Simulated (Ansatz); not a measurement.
`BC(=N)F`. Charge 0, multiplicity 1.

Z-matrix (Å, degrees):
```
B
C 1 1.561
H 1 1.191 2 119.8
H 1 1.192 2 118.6 3 175.6
N 2 1.256 1 126.3 3 -135.5
F 2 1.341 1 116.4 3 36.7
H 5 1.018 2 110.2 1 -11.9
```

Question: Give the diagnostics of a CCSD(T)/def2-TZVPP run (frozen core, Ansatz 0.2.0). (Estimate.)

Answer: The calculation gave: T1 = 0.0145, largest single amplitude 0.022, largest double 0.036, (T) share of the correlation energy 3.8 %, 11 CCSD cycles. The RHF solution is stable towards an unrestricted one. T1 lies under the customary mark of 0.02 for closed shells.
